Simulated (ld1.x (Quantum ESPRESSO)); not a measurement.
**Ranking TM potentials for sulfur (S)**

All share these settings but for the change named:

- Element: sulfur
- Generator: ld1.x (Quantum ESPRESSO) 7.5
- Type: norm-conserving Troullier–Martins (Kleinman–Bylander form)
- Functional: LDA (PZ)
- Relativity: scalar-relativistic
- Frozen core: [Ne]
- Valence charge: 6
- Reference configuration: 3s1.75 3p4.25
- Partial waves: 3s (bound): rc 1.30 bohr; 3p (bound): rc 1.25 bohr
- Local potential: all-electron potential smoothed inside 1.05 bohr (lloc = -2)
- Core correction: Bessel-smoothed model core inside 1.10 bohr

Test errors are all-electron minus pseudo excitation energies from the reference, over 3s2 3p4; 3s2 3p3; 3s2 3p2; 3s1 3p5; 3s2 3p0; 3s1 3p4; 3s0 3p6. None of these files shows a bound ghost.

The base gives 226.7 meV.

Of 12 variants that were run, those that failed, showed a ghost or another fault, or gave nearly equal values are left out.

A variant can come out equal or close to the base, since the largest error may sit in a test that the change hardly touches while other tests move.

(1) Rank these variants by their largest absolute test error, smallest first.
A. non-relativistic
B. wave 3s (bound): rc 1.30 bohr becomes 3s (bound): rc 1.06 bohr
C. type RRKJ; local potential the p channel; rho0 0.02

Results:

(1) C (155.9 meV), A (234.3 meV), B (286.8 meV).
